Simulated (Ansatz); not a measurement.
Ideal-gas functions of `[OH][Ga]([Cl])[O][SiH3]` at 800 K and 1 bar, from an Ansatz frequency run at PBE0-D4/def2-TZVP.

Molar mass 169.29 g/mol, point group Cs (symmetry number 1), electronic degeneracy 1, moments of inertia 114.377, 448.889, 557.331 u Å². Harmonic wavenumbers (cm⁻¹, unscaled): 51, 61, 64, 138, 182, 191, 354, 432, 531, 720, 722, 742, 867, 952, 958, 988, 1030, 2179, 2232, 2233, 3883.

Use S(trans) = R[1.5 ln M + 2.5 ln T − 1.1517]; rotational temperatures θ = 24.2544 K / I; S(rot) = R[ln(√π/σ · √(T³/θAθBθC)) + 1.5]; for each mode x = 1.438777 ν̃/T, S = R[x/(eˣ − 1) − ln(1 − e⁻ˣ)] and H = RT x/(eˣ − 1); 1 cm⁻¹ = 0.0119627 kJ/mol; R = 8.31446 J/(mol·K).

Q: By hand: the entropy, in J/(mol·K).

A: Translation 193.4. Rotation: θ = 0.2121, 0.054, 0.0435 K, giving 132.2. Vibration, mode by mode: 28.18, 26.69, 26.29, 19.92, 17.64, 17.24, 12.21, 10.62, 9.01, 6.72, 6.70, 6.51, 5.42, 4.79, 4.75, 4.55, 4.28, 0.83, 0.77, 0.76, 0.06, in all 213.9. Electronic 0.0. Sum 539.5 J/(mol·K).

Q: By hand: H − E and G − E in kJ/mol, counted from the electronic energy.

A: Zero-point energy ½ × 19510 × 0.0119627 = 116.7; thermal vibration 72.8; translation, rotation and pV give 4 RT = 26.6. H − E = 216.1 kJ/mol, and G − E = 216.1 − 800 × 539.5/1000 = -215.5 kJ/mol.

Vibration gives 40 % of the entropy, 101.1 J/(mol·K) of it from the modes under 150 cm⁻¹: soft modes count most, and the harmonic formula is weakest for them. The sum counts one conformer and one mirror image; others add a mixing term.
